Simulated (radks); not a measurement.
Values are calculated unless marked as measured or tabulated.
The nuclear charge of the krypton ion Kr+ is varied continuously with 35 electrons held in [Ar] 3d10 4s2 4p5. Level of theory: scalar-relativistic Kohn-Sham, PBE, spin-polarised, spherical densities, finite nucleus; open shells are filled with parallel spins first; Fermi nuclear charge, rms radius 4.1884 fm (a radial shooting solver on a logarithmic mesh with Libxc functionals). By the Hellmann-Feynman theorem dE/dZ = E(electron-nucleus)/Z, the electronic potential at the nucleus (averaged over a nucleus of fixed radius). The scalar-relativistic energy here is not variational (the density holds large components alone), so the two differ by a part that grows with Z.

| Z | E (hartree) | E(electron-nucleus)/Z (hartree) | HOMO | e(HOMO) (eV) | <r> HOMO (bohr) |
|---|---|---|---|---|---|
| 35 | -2606.39890 | -179.565 | 4p | -7.452 | 2.119 |
| 35.25 | -2651.57721 | -181.301 | 4p | -10.101 | 2.035 |
| 35.5 | -2697.19105 | -183.035 | 4p | -12.928 | 1.961 |
| 35.75 | -2743.24016 | -184.768 | 4p | -15.923 | 1.895 |
| 36 | -2789.72436 | -186.501 | 4p | -19.080 | 1.835 |
| 36.25 | -2836.64356 | -188.233 | 4p | -22.392 | 1.780 |
| 36.5 | -2883.99773 | -189.965 | 4p | -25.854 | 1.730 |
| 36.75 | -2931.78689 | -191.697 | 4p | -29.463 | 1.684 |
| 37 | -2980.01111 | -193.429 | 4p | -33.214 | 1.641 |

The central difference of E at Z = 36 is -186.807 hartree, to compare with the third column; the second derivative is -6.96 hartree.
